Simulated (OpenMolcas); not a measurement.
**Mn2+ in a point-charge field**

Mn2+ among 3 point charges of -3 e arranged as a planar triangle (D3h), 1.74 Å from the ion. The active orbitals were held to one l.
```
   1.7400    0.0000    0.0000  -3.00
  -0.8700    1.5069    0.0000  -3.00
  -0.8700   -1.5069    0.0000  -3.00
```

* Program: OpenMolcas 26.06
* Method: CASSCF
* Basis: ANO-RCC-VDZP [5s4p2d1f]
* Scalar Hamiltonian: DKH2, point nucleus
* Active space: 5 electrons in 5 orbitals (3d)
* State averaging: 2S+1 = 6 even, 1 root; 2S+1 = 4 even, 24 roots; 2S+1 = 2 even, 75 roots
* Spin-orbit coupling: state interaction with AMFI integrals over the reference wave functions

The lowest spin-free states (labels of D3, the rotations of D3h), above the lowest:

```json
{"State": "6A1", "Degeneracy": "1", "E (cm-1)": "0.0", "Free-ion L (%)": "S (100)"}
{"State": "2S+1 = 4", "Degeneracy": "2", "E (cm-1)": "17251", "Free-ion L (%)": "G (71)"}
{"State": "4E", "Degeneracy": "2", "E (cm-1)": "17854", "Free-ion L (%)": "D (39)"}
{"State": "4E", "Degeneracy": "2", "E (cm-1)": "19317", "Free-ion L (%)": "G (47)"}
{"State": "2A1", "Degeneracy": "1", "E (cm-1)": "28520", "Free-ion L (%)": "G (41)"}
{"State": "4A1", "Degeneracy": "1", "E (cm-1)": "30637", "Free-ion L (%)": "G (100)"}
{"State": "2E", "Degeneracy": "2", "E (cm-1)": "31161", "Free-ion L (%)": "I (42)"}
{"State": "4E", "Degeneracy": "2", "E (cm-1)": "31652", "Free-ion L (%)": "G (81)"}
{"State": "2S+1 = 2", "Degeneracy": "2", "E (cm-1)": "31835", "Free-ion L (%)": "H (38)"}
{"State": "2E", "Degeneracy": "2", "E (cm-1)": "32042", "Free-ion L (%)": "I (36)"}
{"State": "4E", "Degeneracy": "2", "E (cm-1)": "32149", "Free-ion L (%)": "G (100)"}
{"State": "4E", "Degeneracy": "2", "E (cm-1)": "33838", "Free-ion L (%)": "D (56)"}
{"State": "2E", "Degeneracy": "2", "E (cm-1)": "33977", "Free-ion L (%)": "F (32)"}
{"State": "2E", "Degeneracy": "2", "E (cm-1)": "34663", "Free-ion L (%)": "G (38)"}
{"State": "2S+1 = 2", "Degeneracy": "2", "E (cm-1)": "36167", "Free-ion L (%)": "F (71)"}
{"State": "4A2", "Degeneracy": "1", "E (cm-1)": "36718", "Free-ion L (%)": "P (99)"}
{"State": "2A2", "Degeneracy": "1", "E (cm-1)": "38297", "Free-ion L (%)": "F (72)"}
{"State": "2E", "Degeneracy": "2", "E (cm-1)": "38329", "Free-ion L (%)": "D (35)"}
{"State": "2A1", "Degeneracy": "1", "E (cm-1)": "39050", "Free-ion L (%)": "D (42)"}
{"State": "4A1", "Degeneracy": "1", "E (cm-1)": "39212", "Free-ion L (%)": "D (100)"}
```

The lowest levels with spin-orbit coupling:

```json
{"E (cm-1)": "0.0", "Degeneracy": "2", "Label": "E1/2", "2S+1": "6", "g": "2.00 6.01 6.01"}
{"E (cm-1)": "0.1", "Degeneracy": "2", "Label": "E3/2", "2S+1": "6", "g": "0.00 0.00 6.01"}
{"E (cm-1)": "0.3", "Degeneracy": "2", "Label": "E1/2", "2S+1": "6", "g": "0.00 0.00 10.01"}
{"E (cm-1)": "17044", "Degeneracy": "2", "Label": "E3/2", "2S+1": "4", "g": "0.00 0.00 0.01"}
{"E (cm-1)": "17169", "Degeneracy": "2", "Label": "E1/2", "2S+1": "4", "g": "0.00 0.00 4.01"}
{"E (cm-1)": "17305", "Degeneracy": "2", "Label": "E1/2", "2S+1": "4", "g": "0.00 0.00 8.01"}
{"E (cm-1)": "17391", "Degeneracy": "2", "Label": "E1/2", "2S+1": "4", "g": "0.12 0.12 4.00"}
{"E (cm-1)": "17452", "Degeneracy": "2", "Label": "E3/2", "2S+1": "4", "g": "0.00 0.00 12.01"}
{"E (cm-1)": "17675", "Degeneracy": "2", "Label": "E1/2", "2S+1": "4", "g": "0.05 0.09 0.09"}
{"E (cm-1)": "17977", "Degeneracy": "2", "Label": "E3/2", "2S+1": "4", "g": "0.00 0.00 3.93"}
{"E (cm-1)": "18292", "Degeneracy": "2", "Label": "E1/2", "2S+1": "4", "g": "0.00 0.00 7.95"}
{"E (cm-1)": "19026", "Degeneracy": "2", "Label": "E1/2", "2S+1": "4", "g": "0.00 0.00 1.96"}
{"E (cm-1)": "19263", "Degeneracy": "2", "Label": "E3/2", "2S+1": "4", "g": "0.00 0.00 2.05"}
{"E (cm-1)": "19474", "Degeneracy": "2", "Label": "E1/2", "2S+1": "4", "g": "0.00 0.00 6.04"}
{"E (cm-1)": "19656", "Degeneracy": "2", "Label": "E1/2", "2S+1": "4", "g": "0.00 0.00 10.00"}
{"E (cm-1)": "28509", "Degeneracy": "2", "Label": "E1/2", "2S+1": "2", "g": "1.99 2.41 2.41"}
{"E (cm-1)": "30624", "Degeneracy": "2", "Label": "E3/2", "2S+1": "4", "g": "0.00 0.00 5.99"}
{"E (cm-1)": "30627", "Degeneracy": "2", "Label": "E1/2", "2S+1": "4", "g": "2.00 3.97 3.97"}
{"E (cm-1)": "30812", "Degeneracy": "2", "Label": "E3/2", "2S+1": "2", "g": "0.00 0.00 2.05"}
{"E (cm-1)": "31401", "Degeneracy": "2", "Label": "E1/2", "2S+1": "2 (75 %)", "g": "0.00 0.00 6.47"}
```

Powder χT (cm3 K/mol): 4.38 at 2 K, 4.39 at 10 K, 4.39 at 50 K, 4.39 at 100 K, 4.39 at 200 K, 4.39 at 300 K. The effective moment at 300 K is 2.828 √(χT) = 5.92 μB.

The lowest level has 2S+1 = 6, for which the spin-only value is χT = S(S+1) / 2 = 4.375 cm3 K/mol (g = 2). The computed 4.386 at 300 K differs by +0.011, little more than the free-electron g of 2.0023 accounts for.

Without dynamic correlation the repulsion within the d shell is too large (B by tens of per cent), so at a given field states of lower spin stand too high. Point charges carry no covalency, so the field is a model and not that of real ligands. An unlabelled pair can be two single states that coincide in this model. No measured value stands beside these numbers.

A state without a sure symmetry label is named by its multiplicity alone.
